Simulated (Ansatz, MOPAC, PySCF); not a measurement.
AlH3 (SMILES [AlH3]) and C2H6O (SMILES COC) are pulled apart as rigid monomers along the line of their centres of mass, from the B3LYP-D3(BJ)/def2-TZVP minimum. Starting geometry (charge 0, multiplicity 1):
```xyz
13

Al     0.0753    -0.2123     0.6521
H     -1.4449    -0.3797     0.1993
H      0.7371     1.2098     0.3630
H      1.0151    -1.5001     0.6271
C      0.4161    -0.9828     3.5780
O     -0.1611    -0.0903     2.6180
C     -0.9625     0.9521     3.1861
H     -0.3774    -1.4747     4.1439
H      1.0670    -0.4234     4.2528
H      0.9910    -1.7148     3.0196
H     -1.7957     0.5146     3.7387
H     -1.3387     1.5538     2.3636
H     -0.3496     1.5671     3.8473
```

Interaction energies with rigid monomers; basis-set methods are counterpoise corrected unless marked otherwise.

Rows in 6-31G* carry no dispersion term and start afresh at each structure (6-31G* with six Cartesian d functions). The state reached by PM3 isn't checked.

Programs: Ansatz (a program for electronic structure) with Gaussian orbitals; MOPAC for PM3 (differences of heats of formation); PySCF for 6-31G* rows, the dispersion terms. Values without a source in brackets are computed.

| Al1···O6 (Å) | PM3 (kJ/mol) | r2SCAN-D3(BJ)/def2-TZVPPD (kJ/mol) | B3LYP/6-31G* (kJ/mol) | B3LYP-D4/def2-TZVPPD (kJ/mol) | PBE0/def2-TZVPPD (kJ/mol) |
|---|---|---|---|---|---|
| 1.79 | -109.7 | -106.8 | -74.4 | -97.7 | -94.8 |
| 1.98 | -86.1 | -124.5 | ___ | -117.8 | -113.3 |
| 2.28 | -64.3 | -104.0 | -89.7 | -100.4 | -94.7 |
| 2.78 | -17.5 | -58.9 | -51.3 | -58.4 | ___ |
| 3.57 | 18.7 | -22.1 | -18.6 | -22.7 | -19.4 |

Q: What belongs in the gaps?

A: 
- 1.98, B3LYP/6-31G* (kJ/mol): -102.0
- 2.78, PBE0/def2-TZVPPD (kJ/mol): -52.7
